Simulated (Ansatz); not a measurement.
A nudged elastic band was laid between two geometries of BClH2O + FH (7 atoms, charge 0, multiplicity 1).

Level of theory: Ansatz 0.2.0, RKS B3LYP-D4/def2-SVP.

```yaml
movable_images: 5
climbing_image: yes
spring: 5.0 eV/Å²
optimiser: quadratic models (default)
start_path: through a guess of the saddle point
force_threshold: 0.05 eV/Å
iteration_limit: 60
end_points: relaxed
```

First end point:

```xyz
7
Properties=species:S:1:pos:R:3
B -0.054 -0.471 0.031
H -0.157 -1.030 1.088
Cl 1.580 0.034 -0.504
O -1.062 -0.247 -0.817
H -1.920 -0.523 -0.469
F 0.021 1.955 1.293
H 0.791 1.779 0.797
```

Last end point:

```xyz
7
Properties=species:S:1:pos:R:3
B -0.170 0.593 -0.533
H 0.533 -0.334 2.502
Cl 1.241 -0.190 -1.275
O -1.403 0.068 -0.596
H -1.450 -0.770 -1.074
F 0.004 1.738 0.101
H 0.444 0.392 2.293
```

Task: What changes between the two ends?

Result: Bonds broken: B1–H2, F6–H7. Bonds formed: B1–F6, H2–H7. BClH2O + FH becomes BClFHO + H2.

Task: Give the energies along the band, and the barrier.

Result: It converged. The highest image is number 2 of 0 to 6, 104.9 kJ/mol above the first end and 224.1 kJ/mol above the last; the last end lies 119.1 kJ/mol below the first. Neighbouring images differ by up to 2.3 eV, so the band resolves the path poorly. A vibrational analysis at the climbing image gives one clearly imaginary mode, 1193i cm⁻¹: a first-order saddle point. The orbitals stay closed-shell, which can raise the energy where a bond breaks towards radicals; this wasn't checked here.

| image | path coordinate (Å) | energy (kJ/mol) | B1–H2 (Å) | F6–H7 (Å) | B1–F6 (Å) |
| --- | --- | --- | --- | --- | --- |
| 0 | 0.00 | 0.0 | 1.20 | 0.93 | 2.74 |
| 1 | 1.21 | 12.5 | 1.21 | 0.93 | 2.71 |
| 2 | 2.43 | 104.9 | 1.36 | 1.16 | 1.67 |
| 3 | 3.84 | -114.1 | 2.64 | 2.44 | 1.33 |
| 4 | 5.25 | -117.0 | 3.12 | 3.51 | 1.33 |
| 5 | 6.66 | -117.1 | 3.49 | 3.64 | 1.32 |
| 6 | 8.08 | -119.1 | 3.25 | 2.61 | 1.32 |

Task: What is the geometry of the highest image?

Result: 
```xyz
7
Properties=species:S:1:pos:R:3
B 0.111 0.076 -0.030
H 0.168 -0.338 1.265
Cl 1.700 -0.127 -0.796
O -0.999 -0.284 -0.715
H -1.835 -0.140 -0.257
F -0.033 1.610 0.620
H 0.087 0.700 1.332
```

The band took 26 iterations and about 4 core-minutes.

The run took 4.3 min on 1 thread of Arm Neoverse V2, with other jobs on the host, peak memory 0.16 GiB.
